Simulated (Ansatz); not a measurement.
`[CH3][Zn][CH2][AlH2]` from Hartree–Fock to CCSD(T)

Cartesian coordinates in Å:
```
C -1.408 1.050 1.844
Zn -0.640 0.016 0.392
C 0.114 -1.032 -1.066
Al 1.882 -0.458 -1.549
H -1.611 0.416 2.712
H -2.350 1.513 1.540
H -0.730 1.846 2.161
H -0.600 -0.923 -1.891
H 0.096 -2.068 -0.708
H 2.090 0.699 -2.624
H 3.158 -1.060 -0.811
```

Total charge 0; spin multiplicity 1. For Zn the d shell is correlated and the shells below it are frozen. Scalar relativity is left out up to krypton. The structure was optimised at the PBE0-D4/def2-TZVP level. It is one conformer, not always the lowest. Frozen core, restricted reference, the Gaussian-basis code of Ansatz.

| basis | HF (Eh) | MP2 corr. | CCSD corr. | (T) | CCSD(T) total |
| --- | --- | --- | --- | --- | --- |
| def2-SVP | -2099.12796 | -0.67226 | -0.69507 | -0.02045 | -2099.84348 |
| def2-TZVPP | -2099.54238 | -0.96173 | -0.95258 | -0.03376 | -2100.52872 |
| def2-QZVPP | -2099.59477 | -1.02598 | – | – | – |
